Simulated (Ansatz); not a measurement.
SiH3Cl3O, singlet: a relaxation.

Input (in.yaml):

```yaml
crystal:
  periodic: [false, false, false]
  atoms:
    - {symbol: Si, position_ang: [-0.400918, 0.199145, -0.567134]}
    - {symbol: Cl, position_ang: [2.325186, -0.223964, 0.142273]}
    - {symbol: Cl, position_ang: [-0.263680, -1.585514, -1.524270]}
    - {symbol: Cl, position_ang: [-2.378394, 0.669781, -0.520173]}
    - {symbol: H, position_ang: [0.317163, 1.314195, -1.216296]}
    - {symbol: H, position_ang: [1.184500, -0.174951, 0.931884]}
    - {symbol: O, position_ang: [-0.049509, 0.096752, 1.088384]}
    - {symbol: H, position_ang: [-0.734348, -0.295444, 1.665432]}
basis:
  gaussian: {orbitals: def2-TZVP}
hamiltonian: {xc: pbe0, dispersion: d4}
relax: {f_tol: 0.005, max_steps: 200}
```

Launched with

```bash
ansatz run in.yaml --threads 8 --pin off --events-out ev --progress --plain --max-ram 19148MiB
```

The run's output (Ansatz 0.2.0):

```
Functional definition: PBE0
  name "PBE0"
  cite "Adamo & Barone, J. Chem. Phys. 110, 6158 (1999) doi:10.1063/1.478522"
  cite "Perdew, Burke & Ernzerhof, Phys. Rev. Lett. 77, 3865 (1996) doi:10.1103/PhysRevLett.77.3865"
  parent pbe
  parameter a = 0.25
  parameter kappa = 0.804
  parameter beta = 0.06672455060314922
  exchange = (1 - a)*pbe_x(kappa = kappa, mu = beta*pi^2/3) + a*exact_x
  correlation = pbe_c(beta = beta)
1355 factors; their error is unknown
mean field evaluation 1: about -47526.2117 eV, gradient 4.7e1 eV
mean field evaluation 2: about -47521.7232 eV, gradient 6.9e1 eV
mean field evaluation 4: about -47529.6591 eV, gradient 1.9e0 eV
mean field evaluation 8: about -47529.6659 eV, gradient 3.8e-2 eV
mean field evaluation 16: about -47529.8154 eV, gradient 2.8e-5 eV
mean field -47529.81535467 eV, -1746.6884974182 hartree, gradient 2.8e-5 eV, S^2 0.000000; 0 other end points of the search recorded, 0 dependent functions left out
the calculation of the forces begins
reference -47529.81538440 eV, -1746.6884985108 hartree; 38, 38 occupied and 159, 159 virtual orbitals, 1355 factors
relax step   1: F+E_penalty+E_count = -47530.04067085 eV  Δ(F+E_penalty+E_count) = +0.000e0 eV  max|allowed force component| = 1.956e0 eV/Å  Δτ_max = 0.0000 Å  (27 SCF iters, accepted)
relax step   2: F+E_penalty+E_count = -47530.26135767 eV  Δ(F+E_penalty+E_count) = -2.207e-1 eV  max|allowed force component| = 1.425e0 eV/Å  Δτ_max = 0.1946 Å  (30 SCF iters, accepted)
relax step   3: F+E_penalty+E_count = -47530.43841107 eV  Δ(F+E_penalty+E_count) = -1.771e-1 eV  max|allowed force component| = 1.788e0 eV/Å  Δτ_max = 0.1950 Å  (30 SCF iters, accepted)
relax step   4: F+E_penalty+E_count = -47530.65632028 eV  Δ(F+E_penalty+E_count) = -2.179e-1 eV  max|allowed force component| = 1.068e0 eV/Å  Δτ_max = 0.1997 Å  (30 SCF iters, accepted)
relax step   5: F+E_penalty+E_count = -47530.73267548 eV  Δ(F+E_penalty+E_count) = -7.636e-2 eV  max|allowed force component| = 6.544e-1 eV/Å  Δτ_max = 0.1994 Å  (30 SCF iters, accepted)
relax step   6: F+E_penalty+E_count = -47530.70286254 eV  Δ(F+E_penalty+E_count) = +2.981e-2 eV  max|allowed force component| = 1.512e0 eV/Å  Δτ_max = 0.1971 Å  (29 SCF iters, rejected (line search))
relax step   7: F+E_penalty+E_count = -47530.75101871 eV  Δ(F+E_penalty+E_count) = -1.834e-2 eV  max|allowed force component| = 1.169e-1 eV/Å  Δτ_max = 0.0982 Å  (29 SCF iters, accepted)
relax step   8: F+E_penalty+E_count = -47530.75261176 eV  Δ(F+E_penalty+E_count) = -1.593e-3 eV  max|allowed force component| = 3.786e-2 eV/Å  Δτ_max = 0.0530 Å  (29 SCF iters, accepted)
relax step   9: F+E_penalty+E_count = -47530.74992553 eV  Δ(F+E_penalty+E_count) = +2.686e-3 eV  max|allowed force component| = 3.904e-1 eV/Å  Δτ_max = 0.1465 Å  (30 SCF iters, rejected (line search))
relax step  10: F+E_penalty+E_count = -47530.75420265 eV  Δ(F+E_penalty+E_count) = -1.591e-3 eV  max|allowed force component| = 4.464e-2 eV/Å  Δτ_max = 0.0714 Å  (29 SCF iters, accepted)
relax step  11: F+E_penalty+E_count = -47530.75511892 eV  Δ(F+E_penalty+E_count) = -9.163e-4 eV  max|allowed force component| = 8.554e-2 eV/Å  Δτ_max = 0.0731 Å  (29 SCF iters, accepted)
relax step  12: F+E_penalty+E_count = -47530.75659996 eV  Δ(F+E_penalty+E_count) = -1.481e-3 eV  max|allowed force component| = 1.444e-1 eV/Å  Δτ_max = 0.0917 Å  (30 SCF iters, accepted)
relax step  13: F+E_penalty+E_count = -47530.75743583 eV  Δ(F+E_penalty+E_count) = -8.359e-4 eV  max|allowed force component| = 8.164e-2 eV/Å  Δτ_max = 0.0417 Å  (30 SCF iters, accepted)
relax step  14: F+E_penalty+E_count = -47530.75843719 eV  Δ(F+E_penalty+E_count) = -1.001e-3 eV  max|allowed force component| = 4.064e-2 eV/Å  Δτ_max = 0.0816 Å  (30 SCF iters, accepted)
relax step  15: F+E_penalty+E_count = -47530.75897097 eV  Δ(F+E_penalty+E_count) = -5.338e-4 eV  max|allowed force component| = 1.014e-1 eV/Å  Δτ_max = 0.1146 Å  (30 SCF iters, accepted)
relax step  16: F+E_penalty+E_count = -47530.75939462 eV  Δ(F+E_penalty+E_count) = -4.236e-4 eV  max|allowed force component| = 5.924e-2 eV/Å  Δτ_max = 0.0122 Å  (31 SCF iters, accepted)
relax step  17: F+E_penalty+E_count = -47530.75975875 eV  Δ(F+E_penalty+E_count) = -3.641e-4 eV  max|allowed force component| = 2.023e-2 eV/Å  Δτ_max = 0.0277 Å  (31 SCF iters, accepted)
relax step  18: F+E_penalty+E_count = -47530.76021579 eV  Δ(F+E_penalty+E_count) = -4.570e-4 eV  max|allowed force component| = 3.625e-2 eV/Å  Δτ_max = 0.0793 Å  (30 SCF iters, accepted)
relax step  19: F+E_penalty+E_count = -47530.76004984 eV  Δ(F+E_penalty+E_count) = +1.660e-4 eV  max|allowed force component| = 1.314e-1 eV/Å  Δτ_max = 0.1063 Å  (29 SCF iters, rejected (line search))
relax step  20: F+E_penalty+E_count = -47530.76052443 eV  Δ(F+E_penalty+E_count) = -3.086e-4 eV  max|allowed force component| = 3.330e-2 eV/Å  Δτ_max = 0.0519 Å  (29 SCF iters, accepted)
relax step  21: F+E_penalty+E_count = -47530.76062959 eV  Δ(F+E_penalty+E_count) = -1.052e-4 eV  max|allowed force component| = 6.531e-2 eV/Å  Δτ_max = 0.0672 Å  (29 SCF iters, accepted)
relax step  22: F+E_penalty+E_count = -47530.76075025 eV  Δ(F+E_penalty+E_count) = -1.207e-4 eV  max|allowed force component| = 3.200e-2 eV/Å  Δτ_max = 0.0038 Å  (23 SCF iters, accepted)
relax step  23: F+E_penalty+E_count = -47530.76084143 eV  Δ(F+E_penalty+E_count) = -9.118e-5 eV  max|allowed force component| = 1.222e-2 eV/Å  Δτ_max = 0.0106 Å  (31 SCF iters, accepted)
relax step  24: F+E_penalty+E_count = -47530.76089437 eV  Δ(F+E_penalty+E_count) = -5.294e-5 eV  max|allowed force component| = 1.539e-2 eV/Å  Δτ_max = 0.0324 Å  (30 SCF iters, accepted)
relax step  25: F+E_penalty+E_count = -47530.76092477 eV  Δ(F+E_penalty+E_count) = -3.040e-5 eV  max|allowed force component| = 3.884e-2 eV/Å  Δτ_max = 0.0520 Å  (29 SCF iters, accepted)
relax step  26: F+E_penalty+E_count = -47530.76099401 eV  Δ(F+E_penalty+E_count) = -6.924e-5 eV  max|allowed force component| = 2.501e-2 eV/Å  Δτ_max = 0.0039 Å  (31 SCF iters, accepted)
relax step  27: F+E_penalty+E_count = -47530.76105033 eV  Δ(F+E_penalty+E_count) = -5.632e-5 eV  max|allowed force component| = 3.606e-3 eV/Å  Δτ_max = 0.0047 Å  (32 SCF iters, accepted)
relax step  28: F+E_penalty+E_count = -47530.76108562 eV  Δ(F+E_penalty+E_count) = -3.529e-5 eV  max|allowed force component| = 2.926e-3 eV/Å  Δτ_max = 0.0249 Å  (30 SCF iters, accepted)
relax step  29: F+E_penalty+E_count = -47530.76109414 eV  Δ(F+E_penalty+E_count) = -8.521e-6 eV  max|allowed force component| = 2.224e-2 eV/Å  Δτ_max = 0.0509 Å  (30 SCF iters, accepted)
relax step  30: F+E_penalty+E_count = -47530.76111305 eV  Δ(F+E_penalty+E_count) = -1.891e-5 eV  max|allowed force component| = 8.095e-3 eV/Å  Δτ_max = 0.0151 Å  (30 SCF iters, accepted)
relax step  31: F+E_penalty+E_count = -47530.76111885 eV  Δ(F+E_penalty+E_count) = -5.796e-6 eV  max|allowed force component| = 3.891e-3 eV/Å  Δτ_max = 0.0044 Å  (22 SCF iters, accepted)
relax step  32: F+E_penalty+E_count = -47530.76112469 eV  Δ(F+E_penalty+E_count) = -5.842e-6 eV  max|allowed force component| = 2.765e-3 eV/Å  Δτ_max = 0.0141 Å  (30 SCF iters, accepted)
Total energy: -47530.76115720 eV, -1746.7232550201 hartree
Atom 0 at    -0.773660     0.099345    -0.723261 Å, force     0.002213     0.001770    -0.002765 eV/Å
Atom 1 at     3.064354     0.403700     1.241836 Å, force     0.000499     0.000127     0.000246 eV/Å
Atom 2 at    -1.397662    -1.561192    -1.719244 Å, force    -0.001959    -0.000567     0.000256 eV/Å
Atom 3 at    -2.402343     1.253292    -0.330184 Å, force    -0.002117    -0.000672     0.000324 eV/Å
Atom 4 at     0.204953     0.842920    -1.522406 Å, force     0.000876    -0.000267     0.000766 eV/Å
Atom 5 at     1.824196     0.093744     1.056261 Å, force    -0.000190     0.000172    -0.000381 eV/Å
Atom 6 at    -0.019399    -0.316719     0.665948 Å, force     0.001692    -0.000272     0.001845 eV/Å
Atom 7 at    -0.500438    -0.815089     1.331149 Å, force    -0.001014    -0.000291    -0.000292 eV/Å
Dipole moment:    -0.433404    -0.168926     0.055873 e Å

[the SCF lines of later steps are left out]
```

The run took 51 s on 8 CPU threads of an Arm Neoverse V2 (shared host), with 0.64 GiB of host memory at its peak.
